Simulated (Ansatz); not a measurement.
Geometry optimisation, UKS PBE0/STO-3G (Ansatz).

input.yaml

```yaml
crystal:
  periodic: [false, false, false]
  atoms:
    - { symbol: B, position_ang: [-1.3318, 0.8827, -0.5859] }
    - { symbol: B, position_ang: [0.0167, 0.0467, -0.4917] }
    - { symbol: Si, position_ang: [0.3606, -0.9931, 1.0866] }
    - { symbol: S, position_ang: [1.3288, 0.0796, -1.9141] }
    - { symbol: H, position_ang: [-1.603, 1.5585, -1.5834] }
    - { symbol: H, position_ang: [-2.1556, 0.9343, 0.2921] }
    - { symbol: H, position_ang: [1.7163, -1.6702, 0.9539] }
    - { symbol: H, position_ang: [-0.6289, -1.9787, 1.2791] }
    - { symbol: H, position_ang: [0.4409, -0.0859, 2.3107] }
    - { symbol: H, position_ang: [1.9391, 1.1749, -1.3443] }
magnetization:
  spin_polarized: true
basis:
  gaussian: { orbitals: STO-3G }
hamiltonian:
  xc: pbe0
relax:
  f_tol: 0.02
  max_steps: 50
```

Launched with:

```bash
$ ansatz run input.yaml --threads 1 --pin off --max-ram 2048MiB --backend cpu --events-out ev --progress --plain --runs-dir out
```

Q: Where does it end, and by what steps?

A: It converged. Limits of this set-up: minimal basis. After 17 steps the energy has fallen by 2.588 eV; H5 moved furthest, 1.20 Å.

```
step  energy less start (eV)  largest force component (eV/Å)  accepted
   0                  0.0000                           3.600       yes
   1                 -0.7214                           1.289       yes
   2                 -1.0294                           1.483       yes
   3                 -1.4178                           1.223       yes
   4                 -1.7705                           0.936       yes
   5                 -2.0185                           2.131       yes
   6                 -2.2230                           1.284       yes
   7                 -2.3117                           1.706       yes
   8                 -2.4383                           0.791       yes
   9                 -2.4939                           0.657       yes
  10                 -2.5572                           0.475       yes
  11                 -2.5772                           0.312       yes
  12                 -2.5858                           0.117       yes
  13                 -2.5879                           0.066       yes
  14                 -2.5880                           0.054       yes
  15                 -2.5881                           0.076       yes
  16                 -2.5883                           0.035       yes
  17                 -2.5884                           0.006       yes
```

```xyz
10
Properties=species:S:1:pos:R:3
B -1.168 0.891 -0.590
B 0.283 0.229 -0.350
Si 0.335 -1.132 1.076
S 1.767 0.594 -1.186
H -1.945 0.432 -1.345
H -1.543 1.820 0.027
H 1.474 -2.012 0.953
H -0.855 -1.949 1.086
H 0.420 -0.483 2.364
H 1.314 1.559 -2.033
```

Whether the end is a true minimum wasn't checked by a vibrational analysis.

Run time: 54 s on 1 thread of Arm Neoverse V2 (shared host), peak memory 0.14 GiB.
